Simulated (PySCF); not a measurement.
# Dipole moment and polarisability of `C=C(C)n1cccc1`

Compound: C₇H₉N.
Numbering: `[CH2:1]=[C:2]([CH3:3])[n:4]1[cH:5][cH:6][cH:7][cH:8]1` (hydrogens: H9, H10 on C1; H11, H12, H13 on C3; H14 on C5; H15 on C6; H16 on C7; H17 on C8)

Geometry (PBE0-D3(BJ)/def2-SVP, Å), atoms numbered from 1 in this order:
```
atom  x, y, z in Å
C1    -1.5889   -0.1764   -1.6378
C2    -1.1168   -0.1348   -0.3840
C3    -2.0274   -0.1575    0.8050
N4     0.2615   -0.0673   -0.0942
C5     0.8138   -0.0539    1.1714
C6     2.1797    0.0149    1.0545
C7     2.4796    0.0462   -0.3378
C8     1.2863   -0.0052   -1.0138
H9    -0.9463   -0.1664   -2.5178
H10   -2.6647   -0.2244   -1.8043
H11   -1.8989    0.7419    1.4274
H12   -1.8336   -1.0338    1.4433
H13   -3.0720   -0.2000    0.4750
H14    0.1929   -0.0968    2.0602
H15    2.8872    0.0401    1.8804
H16    3.4651    0.1017   -0.7956
H17    1.0883    0.0009   -2.0808
```

Level: CAM-B3LYP/def2-SVPD (PySCF), static field, nuclei fixed, core orbitals frozen in the response. The polarisability tensor in these axes (au):

```
x   114.64   2.87  11.53
y     2.87  57.68   0.59
z    11.53   0.59 100.62
```

Give the principal values, the mean and the anisotropy Δα = √{½[(α1 − α2)² + (α2 − α3)² + (α1 − α3)²]}.

Principal values 57.54, 94.16 and 121.24 au; mean 90.98 au = 13.48 Å³ = 15.00 × 10⁻⁴⁰ C²·m²/J; Δα = 55.38 au (61 % of the mean).

What is the dipole moment, and where does it point?

(-1.34, -0.06, 0.28) D, 1.37 D in size, pointing from the negative to the positive side. Measured along this direction, the outermost atoms are H16 at the negative end and H13 at the positive end.

Form Σ f/ω² (atomic units) for the 10 lowest TDDFT singlets, given as eV and f, and set it beside the mean polarisability, which is this sum over all singlets: 5.20, 0.0886; 5.52, 0.3020; 6.18, 0.0094; 6.39, 0.0131; 6.90, 0.0197; 7.06, 0.0004; 7.15, 0.0175; 7.16, 0.1806; 7.24, 0.0009; 7.34, 0.0026.

They add up to 13.39 au, 14.7 % of the 90.98 au; the largest single term is 7.33 au, from the state at 5.52 eV. Terms in order: 2.43, 7.33, 0.18, 0.24, 0.31, 0.01, 0.25, 2.61, 0.01, 0.04 au. Higher excitations give the rest. The strengths listed sum to 0.635.

Traceless (Buckingham) quadrupole moment about the centre of nuclear charge: eigenvalues?

-7.94, 1.68, 6.26 D·Å. The values depend on the origin, since the dipole doesn't vanish. The electronic extent ⟨r²⟩ about the same centre is 972 bohr², a root-mean-square distance of 2.17 Å for the 58 electrons.

What would n − 1 = 2πNα be for an ideal gas of these molecules at 400 K and 1 atm, electronic part alone?

N = p/kT = 1.8347 × 10¹⁹ cm⁻³, so n − 1 = 2π × N × 13.48 × 10⁻²⁴ cm³ = 1554 × 10⁻⁶ at long wavelengths.

Estimate the molar refractivity from the static electronic polarisability.

Lorentz–Lorenz: R = (4π/3)N_A α = 2.5225 cm³/(mol·Å³) × 13.48 Å³ = 34.0 cm³/mol, in the limit of long wavelengths.

How large is μ²/3kT at 400 K beside α?

In Gaussian units μ²/3kT = 11.40 Å³ against 13.48 Å³, a ratio of 0.85; the Debye molar polarisation (4π/3)N_A(α + μ²/3kT) is 62.8 cm³/mol, leaving out the vibrational part.

The structure is a single PBE0-D3(BJ)/def2-SVP conformer in the gas phase; no vibrational or solvent corrections.

These values come from a run that also computed excited states and ΔSCF ions. Time: 3.1 min of wall time. Hardware: one thread of an Arm Neoverse V1, on a shared host.
